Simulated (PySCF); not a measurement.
Frontier orbitals and the lowest excitations

Compound: C₃H₂F₄O₂S.
Numbering: `[O:1]=[S:2](=[O:3])(/[CH:4]=[CH:5]\[F:6])[C:7]([F:8])([F:9])[F:10]` (hydrogens: H11 on C4; H12 on C5)

Structure used (GFN2-xTB), in Å, numbered top down from 1:
```xyz
12
C3H2F4O2S angstrom
O      0.7073   -1.9095    1.1067
S      0.2521   -1.0705    0.0496
O     -0.0729   -1.6345   -1.2143
C     -1.0593   -0.0236    0.6747
C     -1.8050    0.7124   -0.1270
F     -1.6368    0.7392   -1.4356
C      1.6138    0.2224   -0.2201
F      1.2387    1.1283   -1.1178
F      1.8171    0.8565    0.9363
F      2.7448   -0.3365   -0.6116
H     -1.1860   -0.0470    1.7396
H     -2.6128    1.3622    0.1935
```

Computed with PySCF, TDDFT PBE0/def2-SVPD, vertical, gas phase, core orbitals frozen in the response.

Kohn–Sham orbitals with the atoms that hold most of them (Löwdin shares over 4%, at most four atoms; ? is withheld):

| orbital | ε (eV) | atoms |
| --- | --- | --- |
| HOMO-3 | -10.39 | O1 44%, O3 39%, S2 12% |
| HOMO-2 | -9.81 | O1 41%, O3 40%, S2 8%, C4 4% |
| HOMO-1 | -9.42 | C4 33%, C5 22%, F6 12%, S2 6% |
| HOMO | -9.38 | ? |
| LUMO | -2.01 | ? |
| LUMO+1 | 0.03 | C5 26%, S2 17%, C4 12%, H12 12% |
| LUMO+2 | 0.52 | S2 21%, C4 19%, H11 17%, O3 9% |

Task: Give the leading atoms of the HOMO.

Result: O3 (bonded to S) 25%; O1 (bonded to S) 20%; C4 (bonded to C, S and H) 14%; S2 (bonded to 2 C and 2 O) 11%. By element: oxygen 46%, carbon 14% or more, sulfur 11%.

Task: Which atoms hold the LUMO, and with what shares?

Result: C5 (bonded to C, F and H) 34%; C4 (bonded to C, S and H) 25%; S2 (bonded to 2 C and 2 O) 12%; F6 (bonded to C) 9%. By element: carbon 59% or more, sulfur 12%, fluorine 9% or more.

Task: How does S1 compare with the orbital gap of 7.37 eV?

Result: S1 is at 5.98 eV (f = 0.0023), 1.40 eV below the gap, made of HOMO→LUMO (86%), HOMO-1→LUMO (12%). Without the coupling terms of the response equations the lowest excitation would equal the gap.

Task: One configuration dominates each of S1, S2 and S6. Which, and how do the shares of the two leading atoms of either orbital change from the occupied to the empty one?

Result: 
- S1 (5.98 eV, f 0.0023), HOMO→LUMO (86%): O3 25% → at most 9%, O1 20% → at most 9%, C5 at most 11% → 34%, C4 14% → 25%
- S2 (6.45 eV, f 0.019), HOMO-2→LUMO (80%): O1 41% → at most 9%, O3 40% → at most 9%, C5 at most 5% → 34%, C4 4% → 25%
- S6 (7.88 eV, f 0.026), HOMO-1→LUMO+1 (72%): C4 33% → 12%, C5 22% → 26%, S2 6% → 17%

Löwdin shares depend on the basis, the more so with diffuse functions.

One conformer stands for the species.
